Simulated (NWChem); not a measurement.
All runs are NWChem calculations. System: H$_{2}$BI, charge 0, spin multiplicity 1, at a geometry optimised with PBE/def2-SVP with def2 effective core potentials on I. The structure started from a generated list of species. Level: CR-EOMCCSD(T)/def2-SVPD with def2 effective core potentials on I, 5 core orbitals frozen.

Part of the output:

```
             Northwest Computational Chemistry Package (NWChem) 7.3.0
             --------------------------------------------------------

                                NWChem Input Module
                                -------------------

 Scaling coordinates for geometry "geometry" by  1.889725989
 (inverse scale =  0.529177249)

 Turning off AUTOSYM since
 SYMMETRY directive was detected!

                             Geometry "geometry" -> ""
                             -------------------------

 Output coordinates in angstroms (scale by  1.889725989 to convert to a.u.)

  No.       Tag          Charge          X              Y              Z
 ---- ---------------- ---------- -------------- -------------- --------------
    1 B                    5.0000     0.00000000     0.00000000    -1.84992300
    2 H                    1.0000    -1.07170200     0.00000000    -2.41134000
    3 H                    1.0000     1.07170200     0.00000000    -2.41134000
    4 I                   53.0000     0.00000000     0.00000000     0.26551500

 Effective nuclear repulsion energy (a.u.)      90.3641795259

            Nuclear Dipole moment (a.u.)
            ----------------------------
        X                 Y               Z
 ---------------- ---------------- ----------------
     0.0000000000     0.0000000000     0.0000000000

      Symmetry information
      --------------------

 Group name             C2v
 Group number             16
 Group order               4
 No. of unique centers     3

      Symmetry unique atoms

     1    2    4


 Summary of "ao basis" -> "" (spherical)
 ------------------------------------------------------------------------------
       Tag                 Description            Shells   Functions and Types
 ---------------- ------------------------------  ------  ---------------------
 *                         def2-svpd                  on all atoms

 Summary of "ao basis" -> "ao basis" (spherical)
 ------------------------------------------------------------------------------
       Tag                 Description            Shells   Functions and Types
 ---------------- ------------------------------  ------  ---------------------
 B                         def2-svpd                 8       20   4s2p2d
 H                         def2-svpd                 4        8   2s2p
 I                         def2-svpd                13       35   5s5p3d

                                 NWChem SCF Module
                                 -----------------

  ao basis        = "ao basis"
  functions       =    71
  atoms           =     4
  closed shells   =    16
  open shells     =     0
  charge          =   0.00
  wavefunction    = RHF
  use symmetry    = T
  symmetry adapt  = T

 Summary of "ao basis" -> "ao basis" (spherical)
 ------------------------------------------------------------------------------
       Tag                 Description            Shells   Functions and Types
 ---------------- ------------------------------  ------  ---------------------
 B                         def2-svpd                 8       20   4s2p2d
 H                         def2-svpd                 4        8   2s2p
 I                         def2-svpd                13       35   5s5p3d

      Symmetry analysis of basis
      --------------------------

        a1         32
        a2          7
        b1         18
        b2         14

 Forming initial guess at       0.1s

      Superposition of Atomic Density Guess
      -------------------------------------

 Sum of atomic energies:        -372.62936037

      Non-variational initial energy
      ------------------------------

 Total energy =    -322.571696
 1-e energy   =    -640.210532
 2-e energy   =     272.573046
 HOMO         =      -0.320709
 LUMO         =      -0.035975

      Symmetry analysis of molecular orbitals - initial
      -------------------------------------------------

  Numbering of irreducible representations:

     1 a1          2 a2          3 b1          4 b2

  Orbital symmetries:

     1 a1          2 a1          3 a1          4 b1          5 b2
     6 a1          7 b1          8 b2          9 a1         10 a2
    11 a1         12 a1         13 b1         14 a1         15 b2
[...]
 Dim. of EOMCC iter. space      500

 EOMCCSD SOLVER TYPE  1
  maxdiff =   0.43494128475306726

 No. of initial right vectors    1

 EOM-CCSD right-hand side iterations
 --------------------------------------------------------------
      Residuum       Omega / hartree  Omega / eV    Cpu    Wall
 --------------------------------------------------------------

 Iteration   1 using    1 trial vectors
   0.3428626264387   0.3290870777357    8.95492     0.9     0.9

 Iteration   2 using    2 trial vectors
   0.0868689490902   0.2699004708733    7.34437     0.7     0.7

 Iteration   3 using    3 trial vectors
   0.0906840359864   0.2607347730051    7.09496     0.7     0.7

 Iteration   4 using    4 trial vectors
   0.0568635981226   0.2503498810046    6.81237     0.7     0.7

 Iteration   5 using    5 trial vectors
   0.0383534995031   0.2460754198078    6.69606     0.6     0.6

 Iteration   6 using    6 trial vectors
   0.0244665855650   0.2450254136082    6.66748     0.8     0.8

 Iteration   7 using    7 trial vectors
   0.0176114375212   0.2446446722537    6.65712     0.7     0.7

 Iteration   8 using    8 trial vectors
   0.0217733864212   0.2440418579028    6.64072     0.8     0.8

 Iteration   9 using    9 trial vectors
   0.0231440754556   0.2435271668437    6.62671     0.7     0.7

 Iteration  10 using   10 trial vectors
   0.0124771068071   0.2427422262345    6.60535     0.7     0.7

 Iteration  11 using   11 trial vectors
   0.0061991265817   0.2426627482932    6.60319     0.7     0.7

 Iteration  12 using   12 trial vectors
   0.0033744900842   0.2426633752176    6.60321     0.6     0.6

 Iteration  13 using   13 trial vectors
   0.0021836334724   0.2426347608339    6.60243     0.8     0.8

 Iteration  14 using   14 trial vectors
   0.0011031576721   0.2426462339286    6.60274     0.7     0.7

 Iteration  15 using   15 trial vectors
   0.0005255681102   0.2426458773432    6.60273     0.7     0.7

 Iteration  16 using   16 trial vectors
   0.0002442455201   0.2426409263550    6.60260     0.7     0.7

 Iteration  17 using   17 trial vectors
   0.0001147571069   0.2426416705294    6.60262     0.7     0.7

 Iteration  18 using   18 trial vectors
   0.0000593045139   0.2426413528456    6.60261     0.7     0.7

 Iteration  19 using   19 trial vectors
   0.0000304488232   0.2426414927961    6.60261     1.0     1.0

 Iteration  20 using   20 trial vectors
   0.0000140160604   0.2426415426019    6.60262     0.8     0.8

 Iteration  21 using   21 trial vectors
   0.0000068773243   0.2426415306910    6.60261     0.8     0.8
 --------------------------------------------------------------
 Iterations converged
 ------------------

 Excited state root  1
 Excitation energy / hartree =        0.242641530690952
                   / eV      =        6.602614801941791
 largest EOMCCSD amplitudes: R1 and R2

 Singles contributions
    18a1  (alpha) ---    16b1  (alpha)       -0.6605880102
    19a1  (alpha) ---    16b1  (alpha)       -0.3502029604
    22a1  (alpha) ---    16b1  (alpha)        0.2393949119
    23a1  (alpha) ---    16b1  (alpha)        0.2865706536
    24a1  (alpha) ---    16b1  (alpha)        0.3913547279
    28a1  (alpha) ---    16b1  (alpha)       -0.1210483039
    33a1  (alpha) ---    16b1  (alpha)        0.1079858126

 Doubles contributions
======= CR-EOMCCSD(T) calculation ======
corresponding R0 value =     0.000000

CR-EOMCCSD(T) Intermediates cpu wall time             2.3            2.3
 creom_N i2_1 nr of boxes                   168
 creom_N i2_2 nr of boxes                   168
 creom_N i2_3 nr of boxes                   168
 creom_N i2_4 nr of boxes                   168

CR-EOMCCSD(T) triples loop cpu wall            11.0           11.0

 CR-EOMCCSD(T)  total energy / hartree       =      -322.483965341811540
 CR-EOMCCSD(T)  excitation energy (eV)       =      6.58073

 =========================================
 Excited-state calculation ( b2  symmetry)
 =========================================
 Dim. of EOMCC iter. space      500

 EOMCCSD SOLVER TYPE  1
  maxdiff =   0.45580998212392848

 No. of initial right vectors    1

 EOM-CCSD right-hand side iterations
 --------------------------------------------------------------
      Residuum       Omega / hartree  Omega / eV    Cpu    Wall
 --------------------------------------------------------------

 Iteration   1 using    1 trial vectors
   0.3308000738252   0.3531316861398    9.60921     1.5     1.5

 Iteration   2 using    2 trial vectors
   0.0877515131151   0.2971048247542    8.08464     1.0     1.0

 Iteration   3 using    3 trial vectors
   0.0939863004531   0.2876911227800    7.82848     1.0     1.0

 Iteration   4 using    4 trial vectors
   0.0631197449064   0.2770225655291    7.53817     1.1     1.1

 Iteration   5 using    5 trial vectors
   0.0455872439259   0.2719282242128    7.39955     1.0     1.0

 Iteration   6 using    6 trial vectors
   0.0310597222761   0.2705314790676    7.36154     1.0     1.0

 Iteration   7 using    7 trial vectors
   0.0367759520661   0.2691619130504    7.32427     0.9     0.9

 Iteration   8 using    8 trial vectors
   0.0911991596272   0.2655570302027    7.22618     0.8     0.8

 Iteration   9 using    9 trial vectors
   0.0999986890324   0.2483796906786    6.75876     0.9     0.9

 Iteration  10 using   10 trial vectors
   0.0893858456768   0.2391749155600    6.50828     0.6     0.6

 Iteration  11 using   11 trial vectors
   0.0905355522041   0.2270144472963    6.17738     0.7     0.7

 Iteration  12 using   12 trial vectors
   0.0419609772230   0.2223232445212    6.04973     0.6     0.6

 Iteration  13 using   13 trial vectors
   0.0172821605362   0.2215481702760    6.02864     0.7     0.7

 Iteration  14 using   14 trial vectors
   0.0083266592115   0.2211626562150    6.01814     0.7     0.7

 Iteration  15 using   15 trial vectors
   0.0040840086216   0.2212076756031    6.01937     0.8     0.8

 Iteration  16 using   16 trial vectors
   0.0016980154129   0.2211519020142    6.01785     0.7     0.7

 Iteration  17 using   17 trial vectors
   0.0006412341310   0.2211629553682    6.01815     0.8     0.8

 Iteration  18 using   18 trial vectors
   0.0002581797943   0.2211611674446    6.01810     0.8     0.8

 Iteration  19 using   19 trial vectors
   0.0001064695664   0.2211618500562    6.01812     0.9     0.9

 Iteration  20 using   20 trial vectors
   0.0000473142483   0.2211619556766    6.01813     0.7     0.7

 Iteration  21 using   21 trial vectors
   0.0000217182477   0.2211620761215    6.01813     0.7     0.7

 Iteration  22 using   22 trial vectors
   0.0000097803166   0.2211620259852    6.01813     0.7     0.7
 --------------------------------------------------------------
 Iterations converged
 ------------------

 Excited state root  1
 Excitation energy / hartree =        0.221162025985227
                   / eV      =        6.018127491362508
 largest EOMCCSD amplitudes: R1 and R2

 Singles contributions
    17b2  (alpha) ---    14a1  (alpha)       -0.8885618185
    21b2  (alpha) ---    14a1  (alpha)       -0.1722114000
    32b2  (alpha) ---    14a1  (alpha)        0.1644039219

 Doubles contributions
======= CR-EOMCCSD(T) calculation ======
corresponding R0 value =     0.000000

CR-EOMCCSD(T) Intermediates cpu wall time             1.5            1.5
 creom_N i2_1 nr of boxes                   168
 creom_N i2_2 nr of boxes                   168
 creom_N i2_3 nr of boxes                   168
 creom_N i2_4 nr of boxes                   168

CR-EOMCCSD(T) triples loop cpu wall             6.9            6.9

 CR-EOMCCSD(T)  total energy / hartree       =      -322.507662902932168
 CR-EOMCCSD(T)  excitation energy (eV)       =      5.93589

 Task  times  cpu:      124.6s     wall:      124.6s

 Total times  cpu:      124.6s     wall:      124.6s
```

Task: Write an NWChem input that would produce this output.

Result: This is not unique; one that fits is 
```
start mol
memory heap 100 mb stack 700 mb global 1900 mb
geometry units angstroms nocenter noautoz
  B      0.000000     0.000000    -1.849923
  H     -1.071702     0.000000    -2.411340
  H      1.071702     0.000000    -2.411340
  I      0.000000     0.000000     0.265515
  symmetry group C2v
end
basis spherical
  * library def2-svpd
end
ecp
  I library def2-ecp
end
scf
  rhf
  nopen 0
  maxiter 100
  thresh 1e-7
  semidirect memsize 60000000 filesize 0
end
tce
  freeze core 5
  creomsd(t)
  nroots 1
  2eorb
  2emet 13
  thresh 1e-5
  maxiter 200
  tilesize 24
end
task tce energy
```
